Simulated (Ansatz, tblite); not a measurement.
Cost and result up the ladder for `Cc1cccc2cc3ccccc3cc12` (27 atoms). Total charge 0; singlet. Geometry: PBE-D4/def2-SVP.

Cartesian coordinates in Å:
```
C -1.415 -2.157 -2.228
C -1.684 -0.821 -1.587
C -2.833 -0.106 -1.890
C -3.113 1.161 -1.297
C -2.234 1.717 -0.392
C -1.029 1.029 -0.034
C -0.116 1.577 0.887
C 1.071 0.912 1.247
C 2.007 1.460 2.183
C 3.162 0.778 2.513
C 3.446 -0.491 1.921
C 2.568 -1.052 1.013
C 1.359 -0.378 0.646
C 0.445 -0.925 -0.278
C -0.744 -0.262 -0.639
H -0.463 -2.152 -2.801
H -2.228 -2.436 -2.925
H -1.325 -2.964 -1.471
H -3.551 -0.528 -2.611
H -4.039 1.690 -1.570
H -2.440 2.695 0.071
H -0.340 2.556 1.341
H 1.783 2.439 2.637
H 3.873 1.211 3.233
H 4.371 -1.021 2.195
H 2.785 -2.030 0.556
H 0.683 -1.903 -0.721
```

Ansatz on 4 threads of Intel Xeon on a shared host; xTB runs through tblite on one thread. Times are rough, summed over both states, and most runs start from the orbitals of an earlier one. PBE0-D4/def2-SVP serves as the yardstick here, not as an exact answer. The other state is a triplet.

The xTB rows come from tblite.

xTB has no spin-polarisation term.

```
           level  functions  wall time  vertical triplet (eV)  difference from PBE0-D4/def2-SVP (eV)
        GFN2-xTB         72     0.15 s                   2.16                                   0.13
        GFN1-xTB         84     0.16 s                   2.14                                   0.11
 PBE-D4/def2-SVP        270       43 s                   1.96                                  -0.08
PBE0-D4/def2-SVP        270       94 s                   2.03                                   0.00
```
